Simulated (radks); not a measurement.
Problem. Sb3+, configuration [Kr] 4d10 5s1 5d1 (not the ground configuration). Calculated with a radial shooting solver on a logarithmic mesh with Libxc functionals: Dirac Kohn-Sham, PBEsol, spin-unpolarised, spherical densities, point nucleus; open shells fill j = l - 1/2 first. Some entries of the table are withheld. Estimate them.

| orbital | occ. | eigenvalue (eV) | <r^2> (bohr^2) | r(max) (bohr) |
|---|---|---|---|---|
| 1s1/2 | 2 | -30303.88 | (1) | 0.01835 |
| 2s1/2 | 2 | -4638.853 | 0.01768 | 0.1038 |
| 2p1/2 | 2 | -4342.609 | 0.01312 | 0.07984 |
| 2p3/2 | 4 | -4090.973 | 0.01441 | 0.08446 |
| 3s1/2 | 2 | -936.4317 | 0.1250 | 0.3003 |
| 3p1/2 | 2 | (2) | 0.1198 | 0.2866 |
| 3p3/2 | 4 | (3) | 0.1281 | 0.2970 |
| 3d3/2 | 4 | -554.8473 | 0.1093 | 0.2425 |
| 3d5/2 | 6 | -545.1942 | 0.1117 | 0.2455 |
| 4s1/2 | 2 | -182.1003 | 0.7065 | 0.7228 |
| 4p1/2 | 2 | -141.0994 | 0.7886 | 0.7457 |
| 4p3/2 | 4 | -132.4619 | 0.8442 | 0.7703 |
| 4d3/2 | 4 | -67.4239 | 1.192 | 0.8405 |
| 4d5/2 | 6 | -66.1519 | 1.220 | 0.8497 |
| 5s1/2 | 1 | -41.5262 | 4.436 | 1.787 |
| 5d3/2 | 1 | -18.2387 | 11.48 | 2.852 |
| 5d5/2 | 0 | -18.1155 | 11.64 | 2.876 |

Solution. 
(1) 1s1/2 <r^2> (bohr^2): 0.001095
(2) 3p1/2 eigenvalue (eV): -815.3225
(3) 3p3/2 eigenvalue (eV): -768.8922
